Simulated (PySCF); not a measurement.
`C[C@]12CO[C@H](CO1)C2`, C$_{6}$H$_{10}$O$_{2}$

Geometry:
```tsv
atom	x (Å)	y (Å)	z (Å)
C1	0.703	1.948	-0.314
C2	0.162	0.547	-0.157
C3	0.524	-0.455	-1.273
O4	0.246	-1.730	-0.694
C5	-0.297	-1.444	0.585
C6	-1.642	-0.730	0.380
O7	-1.264	0.568	-0.069
C8	0.558	-0.277	1.076
H9	0.324	2.386	-1.233
H10	0.374	2.560	0.522
H11	1.789	1.929	-0.345
H12	1.582	-0.409	-1.554
H13	-0.096	-0.299	-2.160
H14	-0.334	-2.360	1.168
H15	-2.216	-0.642	1.309
H16	-2.249	-1.231	-0.380
H17	0.211	0.162	2.007
H18	1.617	-0.517	1.122
```

Level of theory: TDDFT PBE0/def2-SVPD circular dichroism and optical rotation, one conformer, gas phase (PySCF 2.14.0). Geometry: GFN2-xTB.

States above about 7.1 eV lie in this functional's continuum (it starts at minus the energy of the highest occupied orbital, well below the true ionisation energy for most functionals) and depend on the basis.

Question: Assign R or S to each stereocentre.

Answer: C2 S, C5 S.

Question: Which excitations and rotatory strengths does the calculation give?

Answer: Rotatory strengths R in 10⁻⁴⁰ esu² cm², velocity form and length form (origin at the centre of mass); f in length form.
```csv
state,E (eV),λ (nm),f,R (velocity),R (length),main
1,6.68,186,0.001,+3.7,+3.7,HOMO→LUMO 0.96
2,6.99,177,0.004,-5.2,-5.3,HOMO−1→LUMO 0.93
3,7.14,174,0.014,+6.5,+4.6,HOMO→LUMO+1 0.94
4,7.46,166,0.002,+2.4,+2.1,HOMO−1→LUMO+1 0.91
5,7.58,163,0.007,+2.1,+2.0,HOMO→LUMO+2 0.84
6,7.71,161,0.020,-2.7,-3.2,HOMO→LUMO+3 0.82
7,7.87,158,0.0009,+4.7,+3.7,"HOMO→LUMO+4 0.65, HOMO−1→LUMO+2 0.20"
8,7.92,156,0.013,+14.3,+15.7,"HOMO−1→LUMO+2 0.68, HOMO→LUMO+4 0.17"
```

Among the states computed, the strongest CD band (largest |R|) is state 8. The largest dissymmetry factor in size, g = 4R/(D+G), with D and G the electric and magnetic dipole strengths, is +0.048 for state 7 (velocity form, f = 0.001), among bands with |R| over 0.5. The mirror image has the same energies and oscillator strengths and all R with the opposite sign.
